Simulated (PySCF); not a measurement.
Solvent effects on NMR parameters

Geometry:
```json
{"atom": "C1", "x (Å)": "-3.352", "y (Å)": "0.699", "z (Å)": "-0.197"}
{"atom": "N2", "x (Å)": "-2.264", "y (Å)": "0.853", "z (Å)": "0.431"}
{"atom": "C3", "x (Å)": "-1.138", "y (Å)": "0.113", "z (Å)": "0.083"}
{"atom": "C4", "x (Å)": "-1.153", "y (Å)": "-1.267", "z (Å)": "-0.154"}
{"atom": "C5", "x (Å)": "0.039", "y (Å)": "-1.917", "z (Å)": "-0.462"}
{"atom": "C6", "x (Å)": "1.211", "y (Å)": "-1.177", "z (Å)": "-0.534"}
{"atom": "N7", "x (Å)": "1.224", "y (Å)": "0.142", "z (Å)": "-0.298"}
{"atom": "Al8", "x (Å)": "2.994", "y (Å)": "1.176", "z (Å)": "-0.463"}
{"atom": "C9", "x (Å)": "0.096", "y (Å)": "0.774", "z (Å)": "0.020"}
{"atom": "H10", "x (Å)": "-4.239", "y (Å)": "1.262", "z (Å)": "0.124"}
{"atom": "H11", "x (Å)": "-3.464", "y (Å)": "0.030", "z (Å)": "-1.072"}
{"atom": "H12", "x (Å)": "-2.088", "y (Å)": "-1.825", "z (Å)": "-0.067"}
{"atom": "H13", "x (Å)": "0.063", "y (Å)": "-2.993", "z (Å)": "-0.642"}
{"atom": "H14", "x (Å)": "2.174", "y (Å)": "-1.636", "z (Å)": "-0.769"}
{"atom": "H15", "x (Å)": "2.521", "y (Å)": "2.582", "z (Å)": "0.159"}
{"atom": "H16", "x (Å)": "3.954", "y (Å)": "0.233", "z (Å)": "0.418"}
{"atom": "H17", "x (Å)": "3.227", "y (Å)": "1.116", "z (Å)": "-2.053"}
{"atom": "H18", "x (Å)": "0.167", "y (Å)": "1.845", "z (Å)": "0.227"}
```

GIAO PBE0/pcSseg-1 in PySCF 2.14 on one PBE0-D3(BJ)/def2-SVP conformer, non-relativistic, equivalent nuclei averaged. Solvents enter as an IEF-PCM continuum (dichloromethane with ε = 8.9, water with ε = 78.4) around the gas-phase geometry. Shifts are referred to TMS, AlH4- computed in the same medium.

Gas phase, δ in ppm: C1 163.0, C3 154.6, C9 152.2, C6 151.7, C4 131.3, C5 130.4, Al8 75.0, H18 9.08, H14 8.73, H10 7.63, H11 7.62, H13 7.53, H12 7.20, H15/H16/H17 4.49. Dipole moment 8.54 D.

**Question.** How does each δ change in the continuum?

**Answer.** 
| atoms | environment | Δδ, dichloromethane | Δδ, water |
| --- | --- | --- | --- |
| C1 | C=N carbon | +7.4 | +8.9 |
| C3 | aromatic carbon bearing nitrogen | +1.7 | +2.0 |
| C9 | aromatic CH next to a ring nitrogen | -0.2 | -0.4 |
| C6 | aromatic CH next to a ring nitrogen | 0.0 | 0.0 |
| C4 | aromatic CH | +5.4 | +6.5 |
| C5 | aromatic CH | +3.5 | +4.2 |
| Al8 | aluminium bonded to N, 3 H | -17.5 | -19.7 |
| H18 | hydrogen on an aromatic CH next to a ring nitrogen | -0.24 | -0.29 |
| H14 | hydrogen on an aromatic CH next to a ring nitrogen | -0.05 | -0.05 |
| H10 | hydrogen on a C=N carbon | +0.22 | +0.26 |
| H11 | hydrogen on a C=N carbon | +0.27 | +0.32 |
| H13 | hydrogen on an aromatic CH | +0.43 | +0.51 |
| H12 | hydrogen on an aromatic CH | +0.53 | +0.64 |
| H15/H16/H17 | hydrogen on an aluminium bonded to N | -0.41 | -0.47 |

Changes are relative to the gas phase. The dipole moment becomes 10.35 D in dichloromethane, 10.67 D in water.

**Question.** Which of the listed nuclei move most (in ppm), and what does the model miss? (N and O are left out, as their reference compounds move with the solvent too.)

**Answer.** Al8 (aluminium bonded to N, 3 H, -19.7 ppm) in water. A continuum only polarises the solute; specific hydrogen bonds, the anisotropy of aromatic solvents and changes of geometry or conformer are outside it.
